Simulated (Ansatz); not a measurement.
Reaction (hydrogenolysis of the Si–O bond): `O[SiH](O)[SiH](O)F` + H₂ → `O[SiH](O)[SiH2]F` + H₂O

Program: Ansatz. Geometries: PBE0-D4/def2-TZVP. ΔE: electronic, gas phase. CBS: MP2 limit from def2 TZ/QZ plus the TZ coupled-cluster correction, frozen cores. This one scheme is used for every species. Functionals use def2-TZVPP. One conformer a species, not always the lowest.

Problem. Is it downhill or uphill in electronic energy at CCSD(T)/CBS, and by how much? (Best estimate.)

Solution. The calculation gave: Uphill: ΔE = +90.6 kJ/mol.

Problem. What do these levels give: r2SCAN0-D4, ωB97M-V, B2PLYP, RPA@PBE/def2-TZVPP, CCSD/def2-SVP, HF/def2-QZVPP? (Estimate.)

Solution. Computed: r2SCAN0-D4 94.9, ωB97M-V 94.8, B2PLYP 92.2, RPA@PBE/def2-TZVPP 87.1, CCSD/def2-SVP 78.1, HF/def2-QZVPP 81.3 kJ/mol.

Largest T1 diagnostic among the species: 0.013.

From r2SCAN to r2SCAN0 (25 % exact exchange), in def2-TZVPP and without D4, ΔE moves by −3.8 kJ/mol. In def2-TZVPP, CCSD(T) changes the Hartree–Fock value by +9.7 kJ/mol (the triples alone add +3.3 kJ/mol) and MP2 by +15.8 kJ/mol. The D4 term adds +6.5 kJ/mol with B3LYP and +3.5 kJ/mol with PBE0; it sums over pairs of atoms, weighted by their polarisabilities, and B3LYP, whose exchange is more repulsive, gets the larger term.

B3LYP here is the variant with VWN-RPA as its local correlation; programs differ in this.
